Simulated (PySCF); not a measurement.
Species: C3H12NPSi.
SMILES with atom numbers: `[CH3:1][CH2:2][CH2:3][NH:4][SiH2:5][PH2:6]` (hydrogens: H7, H8, H9 on C1; H10, H11 on C2; H12, H13 on C3; H14 on N4; H15, H16 on Si5; H17, H18 on P6)

Structure used (PBE0-D3(BJ)/def2-SVP), in Å, numbered top down from 1:
```xyz
18
C3H12NPSi angstrom
C      2.8685   -0.1390   -0.5045
C      1.5331    0.2550    0.1032
C      0.4197   -0.7368   -0.2049
N     -0.8467   -0.3462    0.3707
Si    -2.3979   -0.5183   -0.3689
P     -3.7697    0.8513    0.7994
H      3.2010   -1.1248   -0.1407
H      2.8070   -0.1978   -1.6033
H      3.6557    0.5881   -0.2559
H      1.6340    0.3451    1.2002
H      1.2193    1.2499   -0.2548
H      0.2953   -0.8087   -1.3002
H      0.7347   -1.7487    0.1257
H     -0.8182   -0.2202    1.3776
H     -2.2433   -0.1761   -1.8175
H     -3.0269   -1.8833   -0.3067
H     -4.9504    0.4353    0.1095
H     -3.5506    1.9860   -0.0403
```

The closed-shell ground state was solved at several levels (PySCF, density fitting, gas phase, non-relativistic).

```csv
level,basis functions,HOMO (eV),LUMO (eV),gap (eV),dipole (D)
PBE0/pcSseg-1,176,-6.74,0.45,7.19,1.28
B3LYP/pcSseg-1,176,-6.50,0.27,6.77,1.23
```

Estimate the row for B3LYP/def2-SVPD, a basis of 224 functions; the other rows only guide the guess.

HOMO -6.53 eV, LUMO -0.03 eV, gap 6.50 eV, dipole 1.19 D.

Over all these levels, which gives the widest orbital gap and which the narrowest?

PBE0/pcSseg-1 (global hybrid, 25 % exact exchange) has the widest, 7.19 eV, and B3LYP/def2-SVPD (global hybrid, 20 % exact exchange) the narrowest, 6.50 eV. Functional and basis both differ between the two, so the spread mixes both effects.

How far do the dipole and the HOMO energy spread over the levels?

The dipole runs from 1.19 to 1.28 D (mean 1.23 D) and the HOMO from -6.74 to -6.50 eV.

One conformer stands for the species.
